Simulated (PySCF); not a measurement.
A PySCF script (with the pyscf-properties extension) for the NMR shieldings of SMILES [SiH2](C(C)=S)C(F)(F)F, C$_{3}$H$_{5}$F$_{3}$SSi, on a GFN2-xTB geometry:

```python
import basis_set_exchange as bse
import numpy as np
from pyscf import gto, dft
from pyscf.prop import nmr

atoms = """
C     1.583960    0.632521    0.559025
C     1.206321   -0.604095   -0.168421
S     2.317761   -1.706736   -0.626162
Si   -0.590544   -1.011054   -0.620107
C    -1.695044    0.467888    0.013431
F    -1.610929    0.653778    1.347929
F    -1.362704    1.650768   -0.545604
F    -2.998873    0.279094   -0.256862
H     1.068296    0.669465    1.520290
H     2.658500    0.680691    0.721359
H     1.260534    1.509899   -0.003880
H    -0.776360   -1.038736   -2.066524
H    -1.065305   -2.182999    0.107799
"""
names = dict.fromkeys(["C", "S", "Si", "F", "H"], "pcSseg-1")
basis = {el: gto.basis.parse(bse.get_basis(n, elements=[el], fmt="nwchem")) for el, n in names.items()}
mol = gto.M(atom=atoms, basis=basis, charge=0, verbose=0)
mf = dft.RKS(mol, xc="PBE0")
mf.grids.level = 2
mf.grids.alignment = dft.numint.BLKSIZE   # the property module wants whole blocks of grid points
mf.conv_tol = 1e-9
mf.kernel()

calc = nmr.RKS(mf)   # GIAO
C = mf.mo_coeff
Co = C[:, mf.mo_occ > 0]
resp = mf.gen_response(singlet=True, hermi=2)
def vind(x):   # induced exchange potential for any number of trial vectors
    d = np.einsum("pi,xij,qj->xpq", C, 2 * x.reshape(-1, C.shape[1], Co.shape[1]), Co, optimize=True)
    return np.einsum("xpq,pi,qj->xij", resp(d - d.transpose(0, 2, 1)), C, Co, optimize=True).ravel()
mo1, _ = nmr.rhf.solve_mo1(calc, with_cphf=vind)
sigma = calc.kernel(mo1)
for i, s in enumerate(sigma):   # ppm
    print("%2d %-2s %9.2f" % (i, mol.atom_pure_symbol(i), np.trace(s) / 3))
```

Question: What does it print?

Answer: 
```
 0 C     131.21
 1 C    -135.37
 2 S    -921.75
 3 Si    422.35
 4 C      48.44
 5 F     244.01
 6 F     244.07
 7 F     246.04
 8 H      27.72
 9 H      28.11
10 H      27.70
11 H      27.28
12 H      27.28
```

These numbers come from an equivalent density-fitted implementation of the same equations, which agrees with the script to about 0.01 ppm for H and up to a few tenths of a ppm for heavy atoms, so last digits may differ.

Question: Turn these shieldings into chemical shifts. References, each an isolated molecule treated in the same way: $^{13}$C (186.93 ppm) and $^{29}$Si (349.16 ppm) and $^{1}$H (31.72 ppm) against TMS; $^{33}$S (503.73 ppm) against CS2; $^{19}$F (170.95 ppm) against CFCl3.

Answer: Averaging equivalent atoms: C 1: 322.3; C 4: 138.5; C 0: 55.7; S 2: 1425; Si 3: -73.2; F 5/6/7: -73.8; H 11/12: 4.44; H 8/9/10: 3.88 ppm. Unscaled 19F shifts against computed CFCl3 carry errors that often reach 10 to 50 ppm.

Size and cost of the density-fitted run: 175 basis functions, 46 s wall time on 1 thread of an Arm Neoverse N1, shared host; peak memory 0.95 GiB.
